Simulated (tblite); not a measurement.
Compound: C5H5FP2.
SMILES: `CC1=PC(F)=PC=C1`

Level: GFN2-xTB in tblite, geometry and Hessian alike; calculated harmonic values, unscaled, isolated species. The method is semi-empirical: single wavenumbers can be off by several per cent or more.

Harmonic wavenumbers (cm⁻¹): 85.0, 120.1, 128.5, 262.3, 307.7, 322.6, 349.1, 356.3, 405.1, 484.0, 583.7, 666.2, 713.5, 777.3, 817.8, 907.4, 1001.9, 1017.8, 1032.3, 1062.6, 1160.0, 1212.7, 1313.3, 1402.2, 1408.6, 1473.7, 1480.8, 1483.9, 2995.5, 3007.7, 3014.3, 3028.8, 3042.5.

A = 2290, B = 1325, C = 843.8 MHz; mass 145.985 u (most abundant isotopes); point group Cs, symmetry number 1.

**Question.** What is the zero-point energy?

**Answer.** ½Σν̃ = 18713 cm⁻¹ = 223.85 kJ/mol.

**Question.** What is S at 350 K and 1 bar for an ideal gas of classical rigid rotors and harmonic oscillators?

**Answer.** Translation 174.34, rotation 124.25, vibration 102.07: S = 400.7 J/(mol K).

**Question.** And Cp and H(350 K) − H(0)?

**Answer.** Cp = 147.75 J/(mol K), of which vibrations give 114.49 (their classical limit is 33 R = 274.4); H(350 K) − H(0) = 31.62 kJ/mol without the zero-point energy, 19.97 from vibrations.

**Question.** Blend soft modes into free rotors: weight 1/[1 + (100 cm⁻¹/ν̃)⁴] for the oscillator and the rest for a rotor with moment μB/(μ + B), μ = h/(8π²ν), B = 10⁻⁴⁴ kg m². What vibrational entropy results?

**Answer.** 98.27 J/(mol K) in place of 102.07, which changes −T·S at 350 K by +1.33 kJ/mol.

**Question.** Which modes carry the vibrational entropy at 350 K?

**Answer.** 85.0 cm⁻¹: 17.10; 120.1 cm⁻¹: 14.27; 128.5 cm⁻¹: 13.72; 262.3 cm⁻¹: 8.08; 307.7 cm⁻¹: 6.89; 322.6 cm⁻¹: 6.55 J/(mol K); the other 27 give 35.46 together.

**Question.** How do the functions run with temperature in this model?

**Answer.** 
```
 T (K)  S (J/(mol K))  Cp (J/(mol K))  H − H(0) (kJ/mol)  G − H(0) (kJ/mol)  ln q(vib)
   150          305.6            83.2               8.27             -37.57       1.60
   250          356.2           117.3              18.33             -70.73       3.46
298.15          378.2           132.5              24.35             -88.42       4.40
   400          421.3           161.2              39.35            -129.17       6.39
   600          495.1           202.5              76.03            -221.03      10.24
   900          584.8           239.0             142.79            -383.55      15.57
```

q(vib) and H(0) count from the zero-point level.

Hindered rotation and anharmonicity are outside this model.
